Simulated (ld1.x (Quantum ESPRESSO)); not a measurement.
Pseudopotential generation for Mo (Z = 42): TM, revPBE, scalar-relativistic.

| Item | Value |
| --- | --- |
| Element | molybdenum |
| Generator | ld1.x (Quantum ESPRESSO) 7.5 |
| Type | norm-conserving Troullier–Martins (Kleinman–Bylander form) |
| Functional | revPBE |
| Relativity | scalar-relativistic |
| Frozen core | [Kr] |
| Valence charge | 6 |
| Reference configuration | 4d5 5s0 5p0 (charge +1) |
| Partial waves | 5s (bound, empty): rc 2.00 bohr; 5p (bound, empty): rc 3.70 bohr; 4d (bound): rc 2.10 bohr |
| Local potential | all-electron potential smoothed inside 2.40 bohr (lloc = -2) |
| Core correction | Bessel-smoothed model core, default radius (core density twice the valence density) |

Problem. Does the generator finish with these settings?

Solution. Yes, a potential is produced and its reference levels are reproduced.

Problem. Estimate the cutoffs (Ry, on a coarse ladder) from which the occupation-weighted sum of valence levels, in a spherical-Bessel basis at the reference potential, stays within 10 and 1 mRy of its value at 400 Ry.

Solution. 35 Ry and 45 Ry.

Problem. Does the potential have ghost states?

Solution. No extra level below or beside the all-electron valence levels (s, p, d, f tested). The logarithmic derivative shows an extra or strongly shifted pseudo pole above the reference energy (s near 0.54 Ry).

Problem. Tests: 4d5 5s1 5p0; 4d4 5s0 5p0; 4d3 5s0 5p0; 4d4 5s2 5p0; 4d4 5s1 5p1; 4d2 5s0 5p0; 4d5 5s0 5p1. Which has the largest error in its energy relative to the reference configuration, and how large is it?

Solution. 4d2 5s0 5p0, with -1683 meV (all-electron minus pseudo) on +81.48 eV.
